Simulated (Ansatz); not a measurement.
BiCl3, singlet, geometry from GFN2-xTB (such geometries of metal compounds can be far from the true shape) (core potentials on Bi); Ansatz (a program for electronic structure) with B97M-V/def2-SVP.

Input for Ansatz:
Ansatz 0.2 input:
```yaml
crystal:
  periodic: [false, false, false]
  atoms:
    - {symbol: Bi, position_ang: [-0.00428098, -0.00067467, 0.50283800]}
    - {symbol: Cl, position_ang: [-1.83162453, -0.99302219, -0.83533113]}
    - {symbol: Cl, position_ang: [0.06534181, 2.09049123, -0.81504384]}
    - {symbol: Cl, position_ang: [1.78718399, -1.09417508, -0.80465760]}
basis:
  gaussian:
    orbitals: def2-SVP
hamiltonian:
  xc: {name: B97M-V}
```

The log (banner, timings and long lists left out):

```
Functional definition: B97M-V
861 factors; their error is unknown
mean field evaluation 1: about -43387.3301 eV, gradient 2.9e1 eV
mean field evaluation 2: about -43374.4173 eV, gradient 7.0e1 eV
mean field evaluation 4: about -43390.3939 eV, gradient 1.3e0 eV
mean field evaluation 8: about -43390.3526 eV, gradient 1.4e-2 eV
mean field -43390.35255366 eV, -1594.5660453096 hartree, gradient 3.2e-5 eV, S^2 0.000000; 0 other end points of the search recorded, 0 dependent functions left out
reference -43390.35259114 eV, -1594.5660466871 hartree; 37, 37 occupied and 43, 43 virtual orbitals, 861 factors
Total energy: -43390.35259114 eV, -1594.5660466871 hartree
```
